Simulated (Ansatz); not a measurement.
The first iterations of a band of CH$_{4}$OSiTe (8 atoms, charge 0, multiplicity 1).

Theory: Ansatz, RKS PBE-D4/def2-SVP.

```
movable images  : 8
climbing image  : no
spring          : 5.0 eV/Å²
optimiser       : quadratic models (default)
start path      : through a guess of the saddle point
force threshold : 0.05 eV/Å
iteration limit : 60
end points      : relaxed
```

Initial state:

```xyz
8
Properties=species:S:1:pos:R:3
Te -1.215 1.993 -0.541
C 0.222 0.695 0.469
O -0.299 -0.335 1.352
Si 0.537 -1.058 0.029
H -1.645 0.809 -1.658
H 0.992 1.343 0.933
H 1.802 -1.778 0.370
H -0.301 -1.727 -1.011
```

Final state:

```xyz
8
Properties=species:S:1:pos:R:3
Te -1.096 1.358 -1.434
C 0.133 0.511 0.157
O -0.484 -0.451 1.051
Si 0.693 -1.237 0.071
H -1.968 2.323 -0.362
H 0.712 1.300 0.674
H 1.919 -1.708 0.781
H 0.183 -2.152 -0.994
```

| iteration | highest image above the first end (eV) | largest band force component (eV/Å) |
| --- | --- | --- |
| 1 | 41.324 | 182.243 |
| 2 | 26.168 | 111.082 |
| 3 | 11.371 | 54.725 |
| 4 | 4.969 | 26.093 |

Question: Does the band converge within its limit, and where does its top end?

Answer: It converged. It ended after 13 iterations with the highest image 0.071 eV above the first end. No image climbed, so the highest image needn't sit at the top of the path.

Run time: 2.8 min on 2 threads of Arm Neoverse V1 (shared host), peak memory 0.14 GiB.
